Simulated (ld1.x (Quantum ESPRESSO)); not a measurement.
## PBE TM dataset for Pd (Z = 46), scalar-relativistic all-electron reference.

```
Element                 : Pd (Z = 46)
Generator               : ld1.x (Quantum ESPRESSO) 7.5
Type                    : norm-conserving Troullier–Martins (Kleinman–Bylander form)
Functional              : PBE
Relativity              : scalar-relativistic
Frozen core             : [Ar] 3d10 4s2
Valence charge          : 16
Reference configuration : 4p6 4d9 5s0 5p0 (charge +1)
Partial waves           : 5s (bound, empty): rc 2.05 bohr; 4p (bound): rc 1.75 bohr; 4d (bound): rc 1.95 bohr
Local potential         : all-electron potential smoothed inside 1.40 bohr (lloc = -2)
Core correction         : none
```

What the tests gave:

* Cutoffs needed: 55 Ry and 80 Ry (the cutoffs (Ry, on a coarse ladder) from which the occupation-weighted sum of valence levels, in a spherical-Bessel basis at the reference potential, stays within 10 and 1 mRy of its value at 400 Ry)
* Ghost test: ghost state, extra bound levels that the all-electron valence spectrum of the same l lacks: s at -37.8 eV; a true bound ghost makes a file unfit for plane-wave use (spherical-Bessel basis up to 400 Ry, 20 bohr box)
* Largest excitation error: -115 meV (all-electron minus pseudo) for 4p5 4d10 5s0 5p0, out of 7 test configurations

Generation and tests took about 1.9 s on one core of a shared server CPU.
